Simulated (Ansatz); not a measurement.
# Counterpoise correction, worked out

The pair of Ag⁺ (SMILES [Ag+], atom 1) and Cl⁻ (SMILES [Cl-], atom 2), both closed shells, in one local arrangement (a lower one may exist), relaxed at PBE0-D4/def2-TZVP:

```csv
atom,x (Å),y (Å),z (Å)
Ag1,0.0000,0.0000,-1.1429
Cl2,0.0000,0.0000,1.1429
```

Ansatz 0.2.0; basis: def2-TZVPPD; cores frozen in the correlated methods. Filled d shells of the heavier atoms are correlated. Core potentials replace the inner electrons of the atoms past krypton.

CCSD(T) total energies in eV:

| system | geometry | basis functions | energy |
| --- | --- | --- | --- |
| pair | pair | all | -16504.72161 |
| Ag⁺ | as in the pair | all (partner as ghosts) | -3986.18572 |
| Cl⁻ | as in the pair | all (partner as ghosts) | -12511.65049 |
| Ag⁺ | as in the pair | its own | -3986.13302 |
| Cl⁻ | as in the pair | its own | -12511.60949 |
| Ag⁺ | free (PBE0-D4 minimum) | its own | -3986.13302 |
| Cl⁻ | free (PBE0-D4 minimum) | its own | -12511.60949 |

**Question.** Work out the interaction energy with and without the counterpoise correction, the superposition error, and the binding energy from the relaxed fragments.

**Answer.** Without correction: -16504.72161 − (-3986.13302) − (-12511.60949) = -6.97910 eV.
With correction (each fragment in the whole basis): -16504.72161 − (-3986.18572) − (-12511.65049) = -6.88540 eV = -158.78 kcal/mol.
The superposition error is the difference, 0.09370 eV, 1 % of the uncorrected value: each fragment borrows its partner's functions.
Deformation from the free shapes: 0.00000 eV for Ag⁺ and 0.00000 eV for Cl⁻.
Binding energy from relaxed fragments: -6.88540 + 0.00000 + 0.00000 = -6.88540 eV = -158.78 kcal/mol (electronic, without zero-point energy; negative means bound). For comparison, the corrected interaction energy by CCSD(T) at an estimated basis limit (MP2 extrapolated from triple and quadruple zeta, plus CCSD(T) − MP2 in triple zeta) is -7.190 eV; triple zeta with the correction binds less.

The T1 diagnostic stays at or below 0.020.

For scale, one of the runs: CCSD(T)/def2-TZVPPD, 107 basis functions, launched by `ansatz run in.yaml --threads 2 --pin off --events-out ev --progress --plain --max-ram 5222MiB`. Hardware: 2 CPU threads of an Intel Xeon Platinum 8375C, shared host. Wall time about 3.3 s.
